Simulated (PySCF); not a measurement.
C₂H₅Te, SMILES [CH2][Te]C, multiplicity 2.

Geometry: B3LYP-D3(BJ)/def2-SVP. The isomer is the one that the SMILES or the coordinates give; other isomers of the formula were not compared. The def2 effective core potentials stand for the cores of Te; spin–orbit coupling is left out.

Method: TDA-PBE0/def2-SVPD (PySCF).

Vertical excitations. Isolated molecule, no solvent.

Computed excitation energies, oscillator strengths and character:
| state | energy (eV) | λ (nm) | f | main pairs |
|---|---|---|---|---|
| root 1 | 2.79 | 444 | 0.001 | α HOMO→LUMO 95 % |
| root 2 | 3.60 | 345 | 0.072 | β HOMO→LUMO 93 % |
| root 3 | 3.82 | 325 | 0.001 | α HOMO→LUMO+1 87 % |
| root 4 | 4.28 | 290 | 0.005 | β HOMO→LUMO+1 88 % |
| root 5 | 4.47 | 277 | 0.012 | α HOMO→LUMO+2 97 % |
| root 6 | 5.11 | 243 | 0.005 | β HOMO−1→LUMO 63 %, β HOMO→LUMO+2 13 % |
| root 7 | 5.20 | 239 | 0.014 | α HOMO→LUMO+3 83 % |
| root 8 | 5.24 | 236 | 0.004 | α HOMO→LUMO+4 54 %, α HOMO→LUMO+3 12 %, α HOMO→LUMO+5 12 %, β HOMO→LUMO+2 11 % |
| root 9 | 5.33 | 233 | 0.003 | α HOMO→LUMO+4 31 %, α HOMO→LUMO+5 21 %, α HOMO−1→LUMO 6 %, β HOMO→LUMO+2 23 % |
| root 10 | 5.45 | 227 | 0.002 | α HOMO−1→LUMO 40 %, α HOMO→LUMO+5 17 %, α HOMO−2→LUMO 9 %, β HOMO−1→LUMO+1 15 %, β HOMO−1→LUMO 6 % |
Unrestricted roots are not spin-pure.
